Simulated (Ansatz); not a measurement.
CH5BBrN can be A, `NCBBr`, or B, `CB(N)Br`.

Isolated molecules relaxed with PBE0-D4/def2-TZVP in Ansatz; ΔE leaves out vibrations. CBS: MP2 limit from def2 TZ/QZ plus the TZ coupled-cluster correction, frozen cores. Functionals use def2-TZVPP. B3LYP here is the variant with VWN-RPA as its local correlation; programs differ in this. For Br outer-core shells are correlated without core-valence functions, which leaves a few kJ/mol of doubt a bond. Scalar relativity is left out up to krypton. One conformer a species, not always the lowest.

(1) Which isomer does CCSD(T)/CBS put lower? Give the gap. (An estimate is asked.)

(2) Give E(B) − E(A) in kJ/mol with HF/def2-TZVPP, CCSD/def2-TZVPP, ωB97M-V, B3LYP, B2PLYP, r2SCAN-D4, CCSD(T)/def2-TZVPP. (Estimate.)

Largest T1 diagnostic: 0.010.

Answers

(1) The calculation gave: B, by 219.7 kJ/mol.

(2) Computed: HF/def2-TZVPP -219.9, CCSD/def2-TZVPP -220.0, ωB97M-V -221.9, B3LYP -220.3, B2PLYP -222.4, r2SCAN-D4 -223.6, CCSD(T)/def2-TZVPP -220.0. None reverses the order clearly.

From PBE to PBE0 (25 % exact exchange), in def2-TZVPP and without D4, E(B) − E(A) moves by −3.2 kJ/mol.
